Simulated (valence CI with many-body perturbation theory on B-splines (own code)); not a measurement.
Ni²¹⁺: E2, M1 decay

Level of theory: valence CI with perturbative core correlation (CI+MBPT): five valence electrons over a frozen Dirac-Fock core [He], a basis of 9 s, 9 p, 8 d, 6 f, 3 g, 1 h functions for each j, with the one-electron correlation potential Σ1, the two-electron term Σ2, the three-electron term Σ3, Breit, model QED; selected CI, second order for the rest (own B-spline code, finite nucleus).

No measured levels were compared; by estimate levels of excited configurations hold to 0.05 to 0.15 % of their energy, terms of the ground configuration to about 0.5 %. Among the levels kept, up to 2100 cm⁻¹ of a level comes from second order outside the variational space, and about a tenth of that is noise between levels of different J, which matters for small intervals.

Lines 1 to 40 of 40 in falling wavelength, among levels below 9541.8 × 10³ cm⁻¹, chosen from the decays that carry over 1 % of a level's rate. Wavelengths and rates use the calculated energies, so an error of 800 cm⁻¹ moves a line at 688.1 Å by 0.55 % and its rate by three times that or more. Electric multipoles are in the length gauge, E1 and E2 with the static RPA response of the core. Weak lines are less certain than strong ones. Lines between different terms over intervals too small for the method are left out, as are lines whose strength nearly cancels.

Names give the largest LS component (configuration and term), which can be under half, so a name can repeat, a term be missing and a line seem to break the LS rules; names also repeat where a configuration has a term twice. Letters in brackets count levels of one name in rising energy.

| λ vac (Å) | Upper | Lower | Type | A (s⁻¹) | Branch % |
| --- | --- | --- | --- | --- | --- |
| 1928 | 2s²2p³ ²D°_5/2 | 2s²2p³ ²D°_3/2 | M1 | 1.06e+03 | 19.3 |
| 1028 | 2s²2p³ ²P°_3/2 | 2s²2p³ ²P°_1/2 | M1 | 5.68e+03 | 2.8 |
| 688.1 | 2s²2p³ ²P°_1/2 | 2s²2p³ ²D°_3/2 | M1 | 9.06e+03 | 10.7 |
| 633.7 | 2s²2p³ ²D°_3/2 | 2s²2p³ ⁴S°_3/2 | M1 | 4.01e+04 | 100.0 |
| 524.2 | 2s²2p³ ²P°_3/2 | 2s²2p³ ²D°_5/2 | M1 | 2.90e+04 | 14.6 |
| 476.9 | 2s²2p³ ²D°_5/2 | 2s²2p³ ⁴S°_3/2 | M1 | 4.41e+03 | 80.5 |
| 412.1 | 2s²2p³ ²P°_3/2 | 2s²2p³ ²D°_3/2 | M1 | 1.18e+05 | 59.0 |
| 329.9 | 2s²2p³ ²P°_1/2 | 2s²2p³ ⁴S°_3/2 | M1 | 7.56e+04 | 89.3 |
| 249.7 | 2s²2p³ ²P°_3/2 | 2s²2p³ ⁴S°_3/2 | M1 | 4.69e+04 | 23.5 |
| 12.20 | 2s²2p²3d ²G_9/2 | 2s2p⁴ ²D_5/2 | E2 | 4.59e+07 | 1.4 |
| 11.64 | 2s²2p²3p ⁴D°_1/2 | 2s²2p³ ²D°_3/2 | E2 | 8.60e+08 | 3.1 |
| 11.58 | 2s²2p²3p ²S°_1/2 | 2s²2p³ ²D°_5/2 | E2 | 1.54e+09 | 6.2 |
| 11.51 | 2s²2p²3p ²S°_1/2 | 2s²2p³ ²D°_3/2 | E2 | 1.65e+09 | 6.7 |
| 11.51 | 2s²2p²3p ²P°_3/2 [a] | 2s²2p³ ²P°_1/2 | E2 | 1.34e+09 | 1.4 |
| 11.49 | 2s²2p²3p ²D°_5/2 [a] | 2s²2p³ ²D°_5/2 | E2 | 2.37e+09 | 4.6 |
| 11.49 | 2s²2p²3p ²F°_5/2 | 2s²2p³ ²P°_1/2 | E2 | 1.15e+09 | 1.7 |
| 11.48 | 2s2p³3s ⁶S°_5/2 [b] | 2s²2p³ ²P°_3/2 | E2 | 1.03e+09 | 3.2 |
| 11.47 | 2s²2p²3p ⁴D°_3/2 [b] | 2s²2p³ ²D°_3/2 | E2 | 2.22e+09 | 5.1 |
| 11.47 | 2s²2p²3p ²F°_7/2 | 2s²2p³ ²P°_3/2 | E2 | 6.54e+08 | 1.7 |
| 11.47 | 2s²2p²3p ²D°_3/2 [a] | 2s²2p³ ²D°_5/2 | E2 | 1.21e+09 | 1.4 |
| 11.45 | 2s²2p²3p ⁴D°_5/2 | 2s²2p³ ²D°_3/2 | E2 | 5.29e+08 | 2.9 |
| 11.45 | 2s²2p²3p ⁴D°_7/2 | 2s²2p³ ²D°_5/2 | E2 | 6.11e+08 | 3.7 |
| 11.44 | 2s²2p²3p ²D°_5/2 [b] | 2s²2p³ ²P°_3/2 | E2 | 2.27e+09 | 3.0 |
| 11.43 | 2s²2p²3p ⁴D°_1/2 | 2s²2p³ ⁴S°_3/2 | E2 | 2.99e+09 | 10.7 |
| 11.43 | 2s²2p²3p ⁴P°_1/2 | 2s²2p³ ²D°_3/2 | E2 | 1.45e+09 | 2.5 |
| 11.40 | 2s²2p²3p ²D°_3/2 [a] | 2s²2p³ ²D°_3/2 | E2 | 1.63e+09 | 1.8 |
| 11.38 | 2s²2p²3p ²P°_3/2 [a] | 2s²2p³ ²D°_5/2 | E2 | 1.69e+09 | 1.8 |
| 11.37 | 2s²2p²3p ²F°_5/2 | 2s²2p³ ²D°_5/2 | E2 | 1.03e+09 | 1.6 |
| 11.35 | 2s²2p²3p ⁴D°_3/2 [a] | 2s²2p³ ⁴S°_3/2 | E2 | 2.17e+09 | 4.7 |
| 11.33 | 2s²2p²3p ²P°_1/2 [a] | 2s²2p³ ²D°_5/2 | E2 | 4.17e+09 | 4.5 |
| 11.31 | 2s²2p²3p ²S°_1/2 | 2s²2p³ ⁴S°_3/2 | E2 | 3.96e+08 | 1.6 |
| 11.28 | 2s²2p²3p ²P°_1/2 [c] | 2s²2p³ ²P°_3/2 | E2 | 1.86e+09 | 1.8 |
| 11.26 | 2s²2p²3p ²P°_1/2 [a] | 2s²2p³ ²D°_3/2 | E2 | 2.10e+09 | 2.2 |
| 11.24 | 2s²2p²3p ⁴D°_5/2 | 2s²2p³ ⁴S°_3/2 | E2 | 2.03e+09 | 11.2 |
| 11.24 | 2s2p³3s ⁶S°_5/2 [b] | 2s²2p³ ²D°_5/2 | E2 | 4.05e+08 | 1.2 |
| 11.22 | 2s²2p²3p ²F°_7/2 | 2s²2p³ ²D°_5/2 | E2 | 1.94e+09 | 5.0 |
| 11.18 | 2s²2p²3p ⁴D°_7/2 | 2s²2p³ ⁴S°_3/2 | E2 | 2.58e+09 | 15.8 |
| 11.17 | 2s2p³3s ⁶S°_5/2 [b] | 2s²2p³ ²D°_3/2 | E2 | 5.40e+08 | 1.7 |
| 11.16 | 2s²2p²3p ²F°_7/2 | 2s²2p³ ²D°_3/2 | E2 | 1.27e+09 | 3.3 |
| 11.13 | 2s²2p²3p ²P°_3/2 [b] | 2s²2p³ ²P°_1/2 | E2 | 1.91e+09 | 1.4 |
